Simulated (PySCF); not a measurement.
## Calculated data, C2H6OSi, BCl2HSi, BCl2H2, BF2H2Si and others

Computed with PySCF 2.14.0. Calculation on a computer-drawn molecule: optimised geometry and harmonic frequencies of an isolated molecule of the commonest isotopes, restricted reference for singlets and unrestricted otherwise, frozen core in MP2.

(1) C2H6OSi

Start structure:
```xyz
10
C2H6OSi
C     -0.5175     1.6308     0.5486
Si     1.1601     1.2080    -0.0799
C      1.0882    -0.7570     0.0607
O      2.3312    -1.3937    -0.0556
H     -0.7078     2.7955     0.4311
H     -1.3756     1.1417     0.2083
H     -0.6055     1.4351     1.6232
H      0.3234    -1.1453    -0.6671
H      0.6997    -1.0465     1.0816
H      2.6650    -1.1075    -0.9618
```

Here we set charge 0, multiplicity 1, method HF and basis cc-pV(D+d)Z.

It finds rotational constants 16.23, 3.005, 2.629 GHz; total energy -442.9655 hartree; convergence status largest gradient component 2.467e-05 hartree/bohr.

Drawn bonds:
| atom | other atom | order |
| --- | --- | --- |
| 1 | 2 | 1 |
| 2 | 3 | 1 |
| 3 | 4 | 1 |
| 1 | 5 | 1 |
| 1 | 6 | 1 |
| 1 | 7 | 1 |
| 3 | 8 | 1 |
| 3 | 9 | 1 |
| 4 | 10 | 1 |

Optimised structure:
```xyz
10
C2H6OSi
C     -0.5166     1.6413     0.5891
Si     1.2263     1.1871    -0.0362
C      1.0439    -0.7193     0.0321
O      2.2317    -1.4600    -0.1376
H     -0.8073     2.6584     0.3164
H     -1.3044     0.9470     0.2793
H     -0.4716     1.6063     1.6883
H      0.2850    -1.0110    -0.7159
H      0.6215    -1.0168     0.9981
H      2.7529    -1.0719    -0.8244
```

Modes:
| frequency (cm⁻¹) | reduced mass (dalton) |
| --- | --- |
| 109.5 | 1.158 |
| 118.5 | 1.879 |
| 191.6 | 2.817 |
| 221.1 | 1.29 |
| 359.1 | 4.845 |
| 551 | 1.335 |
| 614.4 | 1.489 |
| 653.4 | 2.897 |
| 707.5 | 2.688 |
| 871.8 | 1.448 |
| 1165 | 6.027 |
| 1248 | 1.081 |
| 1356 | 1.253 |
| 1367 | 1.23 |
| 1483 | 1.247 |
| 1529 | 1.051 |
| 1549 | 1.066 |
| 1557 | 1.063 |
| 3068 | 1.071 |
| 3126 | 1.045 |
| 3187 | 1.087 |
| 3208 | 1.088 |
| 3254 | 1.102 |
| 4140 | 1.067 |

(2) BCl2HSi

Start structure:
```xyz
5
BCl2HSi
Cl    -0.0531    -3.1384    -0.8223
B     -0.7094    -2.1414    -2.2134
Si     0.1136    -0.4695    -2.4495
Cl    -0.5546     1.3366    -1.8307
H     -1.2089    -2.7964    -3.0383
```

Settings of this run: charge 0, multiplicity 1, method HF and basis cc-pV(D+d)Z.

Results for BCl2HSi: rotational constants 7.381, 1.533, 1.36 GHz; total energy -1233.2374 hartree; convergence status largest gradient component 1.713e-05 hartree/bohr.

Drawn bonds:
| atom | other atom | order |
| --- | --- | --- |
| 1 | 2 | 1 |
| 2 | 3 | 1 |
| 3 | 4 | 1 |
| 2 | 5 | 1 |

Optimised structure:
```xyz
5
BCl2HSi
Cl    -0.1458    -3.0259    -0.7833
B     -0.5404    -2.1058    -2.2432
Si     0.5786    -0.4173    -2.6287
Cl    -0.8721     0.8706    -1.7832
H     -1.4326    -2.5307    -2.9159
```

Modes:
| frequency (cm⁻¹) | reduced mass (dalton) |
| --- | --- |
| 65.19 | 14.71 |
| 150.8 | 12.12 |
| 171.3 | 3.003 |
| 501.8 | 28.2 |
| 563.6 | 5.216 |
| 769.1 | 1.676 |
| 850.7 | 3.66 |
| 1087 | 1.393 |
| 2744 | 1.092 |

(3) BCl2HSi

Start structure:
```xyz
5
BCl2HSi
Cl    -0.1458    -3.0259    -0.7833
B     -0.5404    -2.1058    -2.2432
Si     0.5786    -0.4173    -2.6287
Cl    -0.8721     0.8706    -1.7832
H     -1.4326    -2.5307    -2.9159
```

Settings of this run: charge 0, multiplicity 1, method MP2 and basis cc-pV(D+d)Z.

Results for BCl2HSi: rotational constants 6.995, 1.648, 1.436 GHz; total energy -1233.6649 hartree; convergence status largest gradient component 8.703e-06 hartree/bohr.

Drawn bonds:
| atom | other atom | order |
| --- | --- | --- |
| 1 | 2 | 1 |
| 2 | 3 | 1 |
| 3 | 4 | 1 |
| 2 | 5 | 1 |

Optimised structure:
```xyz
5
BCl2HSi
Cl    -0.1547    -2.9635    -0.7767
B     -0.5278    -2.0862    -2.2568
Si     0.6173    -0.4263    -2.6437
Cl    -0.8935     0.7624    -1.7651
H     -1.4537    -2.4954    -2.9120
```

Modes:
| frequency (cm⁻¹) | reduced mass (dalton) |
| --- | --- |
| 67.96 | 23.16 |
| 129.5 | 13.26 |
| 145.2 | 2.759 |
| 508.8 | 28.26 |
| 562 | 5.031 |
| 736.7 | 1.637 |
| 853 | 3.256 |
| 1044 | 1.499 |
| 2669 | 1.093 |

(4) BCl2H2

Start structure:
```xyz
5
BCl2H2
Cl    -1.0577     2.0455     0.4825
B     -1.5994     1.2599     2.0935
Cl    -1.3555    -0.6020     1.9062
H     -2.7873     1.4546     2.2545
H     -0.9128     1.5834     2.9680
```

Here we set charge -1, multiplicity 1, method HF and basis aug-cc-pV(D+d)Z.

The calculation gives: rotational constants 26.25, 2.837, 2.617 GHz; total energy -944.9873 hartree; convergence status largest gradient component 1.622e-05 hartree/bohr.

Drawn bonds:
| atom | other atom | order |
| --- | --- | --- |
| 1 | 2 | 1 |
| 2 | 3 | 1 |
| 2 | 4 | 1 |
| 2 | 5 | 1 |

Optimised structure:
```xyz
5
BCl2H2
Cl    -1.0502     2.1099     0.4535
B     -1.6126     1.2402     2.0999
Cl    -1.3725    -0.6822     1.9252
H     -2.7911     1.4515     2.2427
H     -0.8863     1.6220     2.9834
```

Modes:
| frequency (cm⁻¹) | reduced mass (dalton) |
| --- | --- |
| 228 | 20.18 |
| 508.9 | 8.319 |
| 563.1 | 6.854 |
| 829.2 | 1.342 |
| 971.4 | 1.02 |
| 1149 | 1.107 |
| 1255 | 1.088 |
| 2564 | 1.044 |
| 2616 | 1.131 |

(5) BF2H2Si

Start structure:
```xyz
6
BF2H2Si
F      1.4526     2.2278     0.4545
B      0.6597     1.1530    -0.2006
F     -0.3903     1.6747    -1.0798
Si     0.3906    -0.4536     0.9121
H      1.5945    -1.0296     1.3755
H     -0.5671    -0.1547     1.8563
```

Settings of this run: charge -1, multiplicity 1, method HF and basis aug-cc-pV(D+d)Z.

It finds rotational constants 9.881, 3.652, 2.713 GHz; total energy -513.7883 hartree; convergence status largest gradient component 1.275e-05 hartree/bohr.

Drawn bonds:
| atom | other atom | order |
| --- | --- | --- |
| 1 | 2 | 1 |
| 2 | 3 | 1 |
| 2 | 4 | 1 |
| 4 | 5 | 1 |
| 4 | 6 | 1 |

Optimised structure:
```xyz
6
BF2H2Si
F      1.7419     1.9625    -0.2055
B      0.5989     1.2491    -0.0080
F     -0.4529     1.9397    -0.5285
Si     0.5127    -0.6446     0.7105
H      1.5239    -0.5326     1.8448
H     -0.7845    -0.5565     1.5048
```

Modes:
| frequency (cm⁻¹) | reduced mass (dalton) |
| --- | --- |
| 187.9 | 1.261 |
| 224.7 | 3.957 |
| 360.5 | 14.29 |
| 422.4 | 1.992 |
| 607.8 | 15.31 |
| 690.5 | 2.014 |
| 697.7 | 1.154 |
| 1007 | 1.076 |
| 1184 | 11.1 |
| 1187 | 10.11 |
| 2045 | 1.047 |
| 2064 | 1.033 |

(6) BF2H2Si

Start structure:
```xyz
6
BF2H2Si
F      1.7419     1.9625    -0.2055
B      0.5989     1.2491    -0.0080
F     -0.4529     1.9397    -0.5285
Si     0.5127    -0.6446     0.7105
H      1.5239    -0.5326     1.8448
H     -0.7845    -0.5565     1.5048
```

Here we set charge -1, multiplicity 1, method MP2 and basis aug-cc-pV(D+d)Z.

Results for BF2H2Si: rotational constants 9.473, 3.669, 2.691 GHz; total energy -514.3954 hartree; convergence status largest gradient component 2.534e-05 hartree/bohr.

Drawn bonds:
| atom | other atom | order |
| --- | --- | --- |
| 1 | 2 | 1 |
| 2 | 3 | 1 |
| 2 | 4 | 1 |
| 4 | 5 | 1 |
| 4 | 6 | 1 |

Optimised structure:
```xyz
6
BF2H2Si
F      1.7685     1.9627    -0.2086
B      0.5959     1.2421     0.0126
F     -0.4775     1.9395    -0.5392
Si     0.5126    -0.6352     0.7104
H      1.5257    -0.5338     1.8416
H     -0.7853    -0.5578     1.5013
```

Modes:
| frequency (cm⁻¹) | reduced mass (dalton) |
| --- | --- |
| 205.7 | 2.572 |
| 221.1 | 1.505 |
| 338.6 | 5.457 |
| 393 | 2.117 |
| 572.9 | 13.65 |
| 605.3 | 2.459 |
| 647.9 | 1.16 |
| 947.3 | 1.093 |
| 1086 | 11.03 |
| 1107 | 8.897 |
| 2059 | 1.048 |
| 2062 | 1.033 |

(7) BClFH2Si

Start structure:
```xyz
6
BClFH2Si
F     -2.0604     0.6327    -3.0571
B     -2.0822    -0.6529    -2.4710
Si    -0.4779    -1.3903    -1.8523
Cl    -3.5989    -1.4766    -2.4821
H     -0.3818    -2.7604    -1.2249
H      0.8311    -0.7755    -1.7871
```

Settings of this run: charge 0, multiplicity 2, method HF and basis cc-pV(D+d)Z.

It finds rotational constants 6.461, 2.763, 1.943 GHz; total energy -873.7908 hartree; spin squared 0.7631; convergence status largest gradient component 1.451e-05 hartree/bohr.

Drawn bonds:
| atom | other atom | order |
| --- | --- | --- |
| 1 | 2 | 1 |
| 2 | 3 | 1 |
| 2 | 4 | 1 |
| 3 | 5 | 1 |
| 3 | 6 | 1 |

Optimised structure:
```xyz
6
BClFH2Si
F     -2.0728     0.6086    -2.9842
B     -2.0601    -0.6330    -2.5297
Si    -0.3341    -1.5620    -2.0714
Cl    -3.6192    -1.4594    -2.4410
H     -0.4685    -2.7065    -1.1483
H      0.7847    -0.6706    -1.6999
```

Modes:
| frequency (cm⁻¹) | reduced mass (dalton) |
| --- | --- |
| 177 | 2.755 |
| 181.2 | 1.324 |
| 333.6 | 12.11 |
| 405.6 | 2.147 |
| 501.7 | 10.66 |
| 563.7 | 1.94 |
| 617.6 | 1.289 |
| 952.4 | 2.538 |
| 1017 | 1.542 |
| 1321 | 12.12 |
| 2327 | 1.031 |
| 2343 | 1.053 |

(8) BClFH2Si

Start structure:
```xyz
6
BClFH2Si
F     -2.0728     0.6086    -2.9842
B     -2.0601    -0.6330    -2.5297
Si    -0.3341    -1.5620    -2.0714
Cl    -3.6192    -1.4594    -2.4410
H     -0.4685    -2.7065    -1.1483
H      0.7847    -0.6706    -1.6999
```

Here we set charge 0, multiplicity 2, method MP2 and basis cc-pV(D+d)Z.

The calculation gives: rotational constants 6.294, 2.83, 1.957 GHz; total energy -874.2770 hartree; spin squared 0.7639; convergence status largest gradient component 3.276e-05 hartree/bohr.

Drawn bonds:
| atom | other atom | order |
| --- | --- | --- |
| 1 | 2 | 1 |
| 2 | 3 | 1 |
| 2 | 4 | 1 |
| 3 | 5 | 1 |
| 3 | 6 | 1 |

Optimised structure:
```xyz
6
BClFH2Si
F     -2.0837     0.6296    -3.0078
B     -2.0705    -0.6207    -2.5228
Si    -0.3696    -1.5218    -2.0067
Cl    -3.6034    -1.4838    -2.4476
H     -0.4657    -2.7319    -1.1651
H      0.8228    -0.6943    -1.7245
```

Modes:
| frequency (cm⁻¹) | reduced mass (dalton) |
| --- | --- |
| 171.3 | 5.086 |
| 209.4 | 1.057 |
| 282.7 | 1.694 |
| 345.7 | 2.955 |
| 457.8 | 10.47 |
| 503.9 | 6.065 |
| 580 | 1.384 |
| 927.5 | 1.514 |
| 988.9 | 2.649 |
| 1276 | 12.11 |
| 2301 | 1.029 |
| 2329 | 1.055 |
